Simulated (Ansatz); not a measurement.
Z-matrix (Å, degrees):
```
C
O 1 1.406
N 1 1.433 2 113.9
H 1 1.100 2 111.6 3 -122.1
H 1 1.098 2 108.5 3 119.6
In 2 1.990 1 124.2 3 127.5
H 3 1.013 1 109.9 2 56.9
H 3 1.013 1 110.5 2 -61.2
H 6 1.703 2 111.8 1 177.5
H 6 1.713 2 112.6 1 -3.2
```

The species carries charge 0 and has multiplicity 1. In: def2 effective core potential.

Question: List the ωB97M-V/def2-TZVPP orbital energies in eV (the Gaussian-basis code of Ansatz). (Best estimate.)

Answer: Ansatz gave: Occupied: -525.11, -393.83, -282.90, -131.36, -87.85, -87.53, -87.52, -30.05, -26.77, -24.32, -24.13, -24.11, -24.04, -23.94, -20.10, -16.64, -15.52, -14.73, -13.65, -12.98, -11.03, -10.46, -9.86, -9.33. Lowest empty: -0.18, 1.16, 1.84, 1.92, 2.80, 3.22, 3.63, 4.39.
